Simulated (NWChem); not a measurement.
# Basis-set convergence for HFSSn

```xyz
4

Sn    -0.5036    -0.2765     0.0000
F      0.8985    -1.6733     0.0000
S      1.0669     1.6473     0.0000
H      0.0226     2.5268     0.0000
```
Charge 0, spin multiplicity 1.

Program: NWChem. Structure: optimised with PBE/def2-SVP with def2 effective core potentials on Sn, a minimum by its harmonic frequencies. It is one conformer; others weren't searched.

Quantity: LUMO energy at the level PBE.

Effective core potentials replace the inner electrons of Sn; spin-orbit coupling is left out. The structure started from a generated list of species.

Costs are rough ratios of processor time within this set of runs, SCF included, with def2-SVP as 1.

```json
[
 {"basis": "def2-SVP", "functions": "63", "LUMO energy (eV)": "-3.19", "relative cost": "1"},
 {"basis": "def2-SVPD", "functions": "90", "LUMO energy (eV)": "?", "relative cost": "under 3"},
 {"basis": "def2-TZVP", "functions": "124", "LUMO energy (eV)": "-3.37", "relative cost": "under 3"},
 {"basis": "def2-TZVPP", "functions": "137", "LUMO energy (eV)": "-3.37", "relative cost": "3"},
 {"basis": "def2-TZVPD", "functions": "151", "LUMO energy (eV)": "?", "relative cost": "5"},
 {"basis": "def2-QZVP", "functions": "239", "LUMO energy (eV)": "?", "relative cost": "80"}
]
```

### Question
Some entries are withheld; supply them.

### Answer

- def2-SVPD, LUMO energy (eV): -3.48
- def2-TZVPD, LUMO energy (eV): -3.45
- def2-QZVP, LUMO energy (eV): -3.42
